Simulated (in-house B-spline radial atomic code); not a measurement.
**BHandHLYP excitations of the gallium ion Ga⁺**

Method: BHandHLYP. Computed with an all-electron radial atomic-structure program (B-spline basis): linear response of the closed shell [Ar] 3d10 4s2 with the functional's adiabatic kernel; scalar-relativistic (spin-free one-electron X2C), finite nucleus, no spin-orbit coupling, no double excitations, S, P, D and F terms only; shells from n = 2 respond. Only terms of natural parity with L up to 3 were computed.

Command:
```bash
python run_td.py task.json out
```
Settings (radii: box in bohr, nucleus in fm):
```
Z                        31
electrons                30
configuration            [Ar] 3d10 4s2
hamiltonian              x2c
method                   bhandhlyp
box_radius               41.61
rms_radius               3.9973
intervals                75
```

Time taken, with all properties: 2.5 s on 1 thread of Arm Neoverse N1, on a shared host.

The lowest states, in the order of their Tamm-Dancoff energies; the method's threshold (minus the highest occupied level) is 18.127 eV. Labels give the largest channel, * marks a mixed state, and oscillator strengths are full-response dipole values. Measured ¹D terms are left out, since they can mix with doubly excited terms. Semilocal kernels can invert the small singlet-triplet splittings of Rydberg terms. Energies in eV:

```csv
state,full response,Tamm-Dancoff,oscillator strength,measured (J-weighted term)
4s → 4p 3P,5.634,5.815,-,5.987
4s → 4p 1P,8.591,8.937,1.64,8.766
4s → 5s 3S,12.242,12.247,-,12.764
4s → 5s 1S,?,?,-,?
4s → 4d 3D,13.514,13.519,-,14.116
4s → 4d 1D,13.695,13.700,-,-
4s → 5p 3P,?,?,-,?
4s → 5p 1P,14.178,14.224,0.00803,-
4s → 6s 3S,15.362,15.364,-,-
4s → 6s 1S,15.489,15.496,-,-
4s → 5d 3D,15.840,15.842,-,-
4s → 5d 1D,15.918,15.919,-,-
4s → 4f 1F,15.976,15.977,-,-
4s → 6p 3P,15.977,15.980,-,-
4s → 4f 3F,16.014,16.014,-,-
4s → 6p 1P,16.049,16.062,4.57e-05,-
```

Problem. Where does 4s → 5s 1S lie?

Solution. At 12.672 eV in full response, 12.694 eV in Tamm-Dancoff; measured 13.224 eV.

Problem. Where does 4s → 5p 3P lie?

Solution. At 13.960 eV in full response, 13.970 eV in Tamm-Dancoff; measured 14.708 eV.

Problem. How large is the singlet-triplet splitting of 4s → 4p (P terms) in Tamm-Dancoff?

Solution. 3.12 eV, from the unrounded values.

Problem. What polarisabilities and dispersion coefficient does the method give?

Solution. Dipole 18.52 bohr³, quadrupole 80.67 bohr⁵, C6 94.8 hartree·bohr⁶ for two such species.
